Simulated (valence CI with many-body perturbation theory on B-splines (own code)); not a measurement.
**Hyperfine factors and g values of Tb²⁵⁺**

Computed by configuration interaction combined with many-body perturbation theory (CI+MBPT): four valence electrons over a frozen Dirac-Fock core [Kr], a basis of 7 s, 7 p, 8 d, 6 f, 4 g, 1 h functions for each j, with the one-electron correlation potential Σ1, the two-electron term Σ2, the three-electron term Σ3, Breit, model QED; selected CI, second order for the rest, scaled by the run's own slope (own B-spline code, finite nucleus).

No measured levels were compared; by estimate terms of the open shell hold to 2 to 4 % of their energy, and close levels can change places. The list stops below the first excitations out of the core.

A/g_I is the dipole constant over the nuclear g factor μ/I (μ in nuclear magnetons, uniformly magnetised nucleus), B/Q the quadrupole constant per barn. Both hold the static response of the core; the bare values leave it out. Large factors of s and p1/2 electrons are usually good to 5 to 10 %; those of open d and f shells near neutrality can be off by tens of per cent, and small factors of p3/2, d and f electrons come from cancelling terms and can be off by a factor of two or in sign, in half-filled shells by more. B is blank for J = 1/2, where it vanishes, and for nearly pure S terms. Energies count from the lowest level. Levels with J = 0 are left out.

Levels are named by their leading jj configuration (3d3/2^4 stands for four electrons in 3d with j = 3/2), which in mixed levels can hold well under half, so a name can repeat and another be missing. Letters in brackets count levels of one name in rising energy.

```tsv
Level	E (eV)	g	A/g_I (MHz)	A/g_I bare	B/Q (MHz/b)	B/Q bare
(4d3/2^3 4d5/2) J=1	5.713	1.497	-1060	-360	3140	3000
(4d3/2^3 4d5/2) J=2	8.787	1.368	3480	3940	4540	4340
(4d3/2^3 4d5/2) J=4	9.638	1.134	7890	7940	-924	-941
(4d3/2^3 4d5/2) J=3	10.160	1.276	5980	6260	1990	1880
(4d3/2^2 4d5/2^2) J=4 [a]	15.274	1.152	6570	6650	-3010	-2910
(4d3/2^2 4d5/2^2) J=2 [a]	15.929	1.047	5060	4990	6100	5850
(4d3/2^2 4d5/2^2) J=3 [a]	16.037	1.047	6740	6660	1690	1610
(4d3/2^2 4d5/2^2) J=5	17.388	1.081	7610	7580	7330	7000
(4d3/2^2 4d5/2^2) J=1	18.044	1.210	7560	7730	192	166
(4d3/2^2 4d5/2^2) J=6	18.422	1.092	7970	7950	8470	8090
(4d3/2^2 4d5/2^2) J=4 [b]	19.621	1.030	8750	8630	-3340	-3170
(4d3/2^2 4d5/2^2) J=3 [b]	19.882	1.138	8040	8100	2960	2840
(4d3/2^2 4d5/2^2) J=2 [b]	19.952	1.124	7280	7320	2180	2070
(4d3/2 4d5/2^3) J=4 [a]	23.105	1.216	5400	5600	4490	4290
(4d3/2^2 4d5/2^2) J=2 [c]	23.547	1.031	10300	10200	-362	-362
(4d3/2 4d5/2^3) J=3 [a]	24.874	1.126	5000	5060	891	871
(4d3/2^2 4d5/2^2) J=4 [c]	26.278	1.109	6180	6200	4360	4170
(4d3/2 4d5/2^3) J=5	26.332	1.148	6490	6570	-4910	-4710
(4d3/2 4d5/2^3) J=1 [a]	26.356	0.829	9170	8730	3300	3140
(4d3/2 4d5/2^3) J=6	26.854	1.070	7590	7540	10300	9840
(4d3/2^2 4d5/2^2) J=2 [d]	27.380	1.320	5500	5860	-2320	-2200
(4d3/2 4d5/2^3) J=2 [a]	29.310	0.985	8990	8790	7060	6740
(4d3/2 4d5/2^3) J=3 [b]	29.581	1.086	7320	7300	4230	4080
(4d3/2 4d5/2^3) J=3 [c]	33.509	1.063	8150	8080	10900	10400
(4d3/2 4d5/2^3) J=1 [b]	33.612	1.455	956	1570	-4680	-4460
(4d3/2 4d5/2^3) J=4 [b]	34.166	1.032	8110	8000	9090	8720
(4d3/2 4d5/2^3) J=2 [b]	34.725	1.091	7640	7630	-5460	-5220
(4d5/2^4) J=4	36.114	1.161	5740	5850	-8440	-8050
(4d5/2^4) J=2	40.447	1.014	6690	6560	-1650	-1580
```

Task: Take the isotope of mass number 159, with I = 3/2, μ = 2.009 μN and Q = 1.432 b. What is the hyperfine structure of (4d3/2^3 4d5/2) J=2?

Result: From the table A = 4660 MHz, B = 6500 MHz. Shifts from the centre of gravity in MHz: F = 1/2: -15300, F = 3/2: -14000, F = 5/2: -6390, F = 7/2: 15600.
